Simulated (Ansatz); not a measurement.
`c1c[se]c(-c2ccc(-c3ccc(-c4ccc(-c5ccc(-c6ccc[se]6)[se]5)[se]4)[se]3)[se]2)c1`. The state is a singlet with charge 0. Geometry r2SCAN-D4/def2-SVP; atoms count from 1.

Cartesian coordinates in Å:
```
C -5.4168 7.6890 5.9290
C -6.3185 7.8587 4.9065
Se -5.9313 6.7469 3.4681
C -4.4616 6.0924 4.4511
C -3.5722 5.0834 3.9377
C -2.4669 4.5284 4.5699
C -1.7627 3.5503 3.8379
C -2.2574 3.2580 2.5725
C -1.7649 2.3247 1.6076
C -2.2606 2.0332 0.3422
C -1.5563 1.0560 -0.3891
C -0.4496 0.4999 0.2420
C 0.4501 -0.5002 -0.2412
C 1.5582 -1.0548 0.3889
C 2.2621 -2.0323 -0.3424
C 1.7647 -2.3255 -1.6068
C 2.2569 -3.2589 -2.5717
C 1.7628 -3.5501 -3.8376
C 2.4670 -4.5280 -4.5699
C 3.5715 -5.0840 -3.9374
C 4.4609 -6.0929 -4.4511
C 4.3992 -6.7283 -5.6833
C 5.4151 -7.6902 -5.9290
C 6.3195 -7.8570 -4.9085
Se 5.9340 -6.7436 -3.4708
Se 3.7831 -4.3196 -2.2275
Se 0.2343 -1.2715 -1.9544
Se -0.2361 1.2687 1.9566
Se -3.7849 4.3170 2.2288
C -4.4019 6.7260 5.6843
H -5.4798 8.2564 6.8616
H -7.1726 8.5350 4.8699
H -2.1660 4.8350 5.5743
H -0.8771 3.0467 4.2374
H -3.1459 2.5359 -0.0582
H -1.8583 0.7496 -1.3949
H 1.8618 -0.7466 1.3936
H 3.1488 -2.5335 0.0569
H 0.8780 -3.0454 -4.2374
H 2.1669 -4.8333 -5.5749
H 3.6172 -6.4986 -6.4107
H 5.4767 -8.2589 -6.8609
H 7.1748 -8.5318 -4.8729
H -3.6221 6.4938 6.4134
```

Single mean-field runs in def2-SVP are fitted with def2-universal-jkfit.

Q: Estimate the Mulliken populations of the heavy atoms from the PBE0/def2-SVP orbitals of Ansatz.

A: 
```csv
atom,charge (e)
C1,0.00
C2,-0.16
Se3,0.20
C4,-0.14
C5,-0.11
C6,-0.02
C7,-0.04
C8,-0.11
C9,-0.11
C10,-0.04
C11,-0.04
C12,-0.11
C13,-0.11
C14,-0.04
C15,-0.04
C16,-0.11
C17,-0.11
C18,-0.04
C19,-0.02
C20,-0.11
C21,-0.14
C22,-0.03
C23,0.00
C24,-0.16
Se25,0.20
Se26,0.22
Se27,0.23
Se28,0.23
Se29,0.22
C30,-0.03
```
Mulliken values depend strongly on the basis.

Q: And the Mayer bond orders between heavy atoms (over 0.3)?

A: C1–C2 1.57 (1.37 Å); C1–C30 1.27 (1.42 Å); C2–Se3 1.16 (1.86 Å); Se3–C4 1.11 (1.89 Å); C4–C5 1.16 (1.44 Å); C4–C30 1.53 (1.39 Å); C5–C6 1.51 (1.39 Å); C5–Se29 1.10 (1.88 Å); C6–C7 1.30 (1.41 Å); C7–C8 1.48 (1.39 Å); C8–C9 1.21 (1.43 Å); C8–Se29 1.09 (1.89 Å); C9–C10 1.48 (1.39 Å); C9–Se28 1.09 (1.89 Å); C10–C11 1.31 (1.41 Å); C11–C12 1.48 (1.39 Å); C12–C13 1.21 (1.43 Å); C12–Se28 1.09 (1.89 Å); C13–C14 1.48 (1.39 Å); C13–Se27 1.09 (1.89 Å); C14–C15 1.31 (1.41 Å); C15–C16 1.48 (1.39 Å); C16–C17 1.21 (1.43 Å); C16–Se27 1.09 (1.89 Å); C17–C18 1.48 (1.39 Å); C17–Se26 1.09 (1.89 Å); C18–C19 1.30 (1.41 Å); C19–C20 1.51 (1.39 Å); C20–C21 1.16 (1.44 Å); C20–Se26 1.10 (1.88 Å); C21–C22 1.53 (1.39 Å); C21–Se25 1.11 (1.89 Å); C22–C23 1.27 (1.42 Å); C23–C24 1.57 (1.37 Å); C24–Se25 1.16 (1.86 Å).
